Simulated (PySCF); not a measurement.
The PySCF input:
```python
from pyscf import gto, scf, dft

mol = gto.Mole()
mol.atom = '''
    F    -0.000000   -0.000000   -1.189254
    B     0.000000    0.000000    0.092502
    O     0.000000    0.000000    1.280097
'''
mol.basis = 'def2-svp'
mol.charge = 0
mol.spin = 0
mol.verbose = 5
mol.build()

mf = dft.RKS(mol)
mf.xc = 'pbe'
mf.kernel()
mf.analyze()
```

Problem. What does this run give for the nuclear repulsion energy, total energy, dipole moment, number of basis functions, HOMO energy?

Solution. 
```
Property                           Result
-------------------------  --------------
nuclear repulsion energy       51.8314 Eh
total energy               -199.639259 Ha
dipole moment                      1.82 D
number of basis functions              42
HOMO energy                      -8.51 eV
```
